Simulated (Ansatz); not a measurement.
These are frozen-core CCSD(T)/cc-pVDZ // r2SCAN-D4/def2-SVP in Ansatz (a program for electronic structure) values and carry that method's errors.

Ansatz 0.2 input:
```yaml
crystal:
  periodic: [false, false, false]
  atoms:
    - { symbol: Si, position_ang: [-1.530665, -1.058636, -1.484158] }
    - { symbol: Ge, position_ang: [0.000827, -0.00026, 0.00037] }
    - { symbol: Si, position_ang: [0.166093, -1.272652, 2.006116] }
    - { symbol: Si, position_ang: [-0.776089, 2.191824, 0.510686] }
    - { symbol: Si, position_ang: [2.14213, 0.137529, -1.031716] }
    - { symbol: H, position_ang: [-1.65733, -0.265555, -2.745105] }
    - { symbol: H, position_ang: [-2.877691, -1.164097, -0.84428] }
    - { symbol: H, position_ang: [-1.050961, -2.432789, -1.825629] }
    - { symbol: H, position_ang: [0.640542, -2.656806, 1.699413] }
    - { symbol: H, position_ang: [1.133747, -0.629323, 2.946737] }
    - { symbol: H, position_ang: [-1.169232, -1.35813, 2.672912] }
    - { symbol: H, position_ang: [-2.125676, 2.123974, 1.150237] }
    - { symbol: H, position_ang: [-0.875861, 3.006256, -0.739034] }
    - { symbol: H, position_ang: [0.169234, 2.867341, 1.45145] }
    - { symbol: H, position_ang: [2.050779, 0.915209, -2.30525] }
    - { symbol: H, position_ang: [3.110178, 0.819843, -0.119373] }
    - { symbol: H, position_ang: [2.654698, -1.232626, -1.339856] }
basis:
  gaussian: { orbitals: cc-pVDZ }
correlation:
  method: ccsd_t
```

Output:

```
Functional definition: HF
1573 factors; integrals over basis functions are off by at most 1.1e-3 eV
mean field evaluation 1: about -88109.5595 eV, gradient 1.9e1 eV
mean field evaluation 2: about -88109.5645 eV, gradient 1.9e1 eV
mean field evaluation 4: about -88111.9168 eV, gradient 1.5e0 eV
mean field evaluation 8: about -88111.9255 eV, gradient 1.9e-5 eV
mean field evaluation 16: about -88111.9222 eV, gradient 5.5e-2 eV
mean field -88111.92548605 eV, -3238.0535372040 hartree, gradient 7.3e-7 eV, S^2 0.000000; 0 other end points of the search recorded, 0 dependent functions left out
29 core orbitals not correlated
reference -88111.92548605 eV, -3238.0535372040 hartree; 21, 21 occupied and 109, 109 virtual orbitals, 1573 factors
second order -14.59666487 eV of doubles, -0.00000000 eV of singles
cycle   1  -16.64628667 eV  change    -2.0e0 eV  update   1.2e-1
cycle   2  -17.42004236 eV  change   -7.7e-1 eV  update   3.7e-2
cycle   3  -17.47615585 eV  change   -5.6e-2 eV  update   1.1e-2
cycle   4  -17.47072437 eV  change    5.4e-3 eV  update   3.5e-3
cycle   5  -17.46902042 eV  change    1.7e-3 eV  update   8.6e-4
cycle   6  -17.46864656 eV  change    3.7e-4 eV  update   2.6e-4
cycle   7  -17.46860790 eV  change    3.9e-5 eV  update   6.6e-5
cycle   8  -17.46862222 eV  change   -1.4e-5 eV  update   1.8e-5
perturbative correction -0.51972782 eV, -0.0190996452 hartree
Total energy: -88129.91383609 eV, -3238.7145968752 hartree
```

Cost: around 110 core-seconds (rough).
